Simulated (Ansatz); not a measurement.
Born–Oppenheimer molecular dynamics of F₄Si (5 atoms, charge 0, multiplicity 1). It starts from a relaxed structure.

The calculation used Ansatz 0.2.0, RKS B3LYP-D4/def2-SVP.

```json
{
 "ensemble": "NVE (Milne-controlled integrator)",
 "time step": "2 fs",
 "steps asked": "150",
 "starting velocities drawn for": "3000 K",
 "seed": "407335"
}
```

First frame:

```xyz
5
Properties=species:S:1:pos:R:3
Si 0.000 0.000 0.000
F 0.000 0.000 1.590
F 1.500 0.000 -0.529
F -0.749 1.298 -0.530
F -0.749 -1.298 -0.530
```

Task: How far do the bonds stretch over the last three quarters of this one trajectory? (Pairs bonded in most of those frames.)

Result: 
```
  bond  mean (Å)  spread (Å)  shortest  longest
Si1–F2     1.616       0.092      1.44     1.79
Si1–F3     1.604       0.070      1.47     1.75
Si1–F4     1.598       0.052      1.51     1.70
Si1–F5     1.599       0.047      1.51     1.69
```

Mean temperature of the second half: 1460 K. The conserved energy stayed within 1.1 meV per atom of its start (net change -0.36 meV per atom), so the integration is sound. Over the second half the temperature averaged 0.49 of the 3000 K drawn at the start: a run that starts near a minimum puts about half its kinetic energy into the potential. A run of 0.3 ps of so small a system gives no equilibrium averages.

The run took 2.8 min on 1 thread of Intel(R) Xeon(R) 6975P-C (Granite Rapids) (shared host), peak memory 0.16 GiB.
